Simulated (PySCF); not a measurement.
Si(OH)2(OMe)(iPr), SMILES CO[Si](O)(O)C(C)C, GFN2-xTB optimised geometry.

```
20

C      1.10    -0.70     0.35
O      0.23     0.34     0.00
Si    -1.40     0.34     0.00
O     -1.84     1.91     0.00
O     -1.92    -0.33     1.39
C     -2.16    -0.57    -1.51
C     -1.80    -2.05    -1.53
C     -1.75     0.09    -2.83
H      2.06    -0.25     0.61
H      1.24    -1.38    -0.49
H      0.72    -1.26     1.20
H     -1.31     2.53    -0.50
H     -2.77    -0.07     1.74
H     -3.25    -0.50    -1.43
H     -2.33    -2.56    -2.34
H     -0.73    -2.19    -1.70
H     -2.06    -2.53    -0.59
H     -2.09     1.12    -2.87
H     -0.67     0.07    -2.95
H     -2.20    -0.45    -3.67
```

Density from PBE0/def2-SVP (PySCF) at that geometry.

Minimum of the electron density along straight lines between bonded atoms, close to the bond critical point (lines longer than 1.1 times the sum of covalent radii, or with two minima, are not listed):

```csv
bond,length / Å,ρ at the minimum / e bohr⁻³,∇²ρ there / e bohr⁻⁵,position (fraction from the first atom)
C1–O2,1.401,0.254,-0.28,0.34
O2–Si3,1.625,0.130,1.08,0.59
Si3–O4,1.629,0.130,1.07,0.41
Si3–O5,1.630,0.130,1.07,0.41
Si3–C6,1.916,0.115,0.29,0.38
C6–C7,1.530,0.239,-0.52,0.50
C6–C8,1.530,0.239,-0.53,0.50
C1–H9,1.091,0.283,-1.09,0.64
C1–H10,1.092,0.281,-1.06,0.63
C1–H11,1.090,0.284,-1.09,0.64
O4–H12,0.952,0.357,-2.48,0.82
O5–H13,0.953,0.356,-2.47,0.82
C6–H14,1.096,0.270,-0.93,0.62
C7–H15,1.089,0.275,-1.00,0.62
C7–H16,1.088,0.276,-1.00,0.62
C7–H17,1.087,0.277,-1.02,0.62
C8–H18,1.087,0.276,-1.01,0.62
C8–H19,1.088,0.276,-1.01,0.62
C8–H20,1.089,0.275,-1.00,0.62
```
